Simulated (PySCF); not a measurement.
C3H9NSi2, SMILES [SiH3][SiH2]CCC#N.

Geometry optimised at B3LYP-D3(BJ)/def2-SVP. This is a generated structure with no PubChem entry under its InChIKey; it may be hypothetical. Other conformers were not sampled.

These are PBE/def2-TZVP run with PySCF values and carry that method's errors.

Computed frontier levels, gap, dipole moment and polarisability:
| Property | Result |
|---|---|
| highest occupied level | -7.16 eV |
| lowest empty level | -1.13 eV |
| orbital gap | 6.04 eV |
| dipole moment | 3.89 D |
| quadrupole, principal values (traceless, Buckingham form, about the centre of nuclear charge) | -15.91, 4.62, 11.29 D·Å |
| mean static polarisability | 97.8 bohr³ (14.50 Å³) |
| polarisability, principal values | 90.2, 97.1, 106.2 bohr³ |
